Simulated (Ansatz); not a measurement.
Be(SMe)(OSiH3) (CH₆BeOSSi), SMILES C[S][Be][O][SiH3].

Coordinates come from a PBE-D3(BJ)/def2-SVP optimisation. The structure was generated by enumeration; whether it is a known compound was not checked. The values are those of a single conformer.

Two levels are set side by side: PBE/def2-SVPD (Ansatz, an electronic-structure program) and CAM-B3LYP/def2-SVPD (Ansatz). Energy differences of separate SCF runs at the same geometry; the states with an electron removed or added have multiplicity 2 and 2. Differences are taken from unrounded values.

| quantity | CAM-B3LYP | PBE | PBE minus CAM-B3LYP |
|---|---|---|---|
| vertical ionisation energy (eV) | 9.22 | 8.84 | -0.38 |
| vertical singlet–triplet gap (eV) | 4.85 | 4.53 | -0.32 |
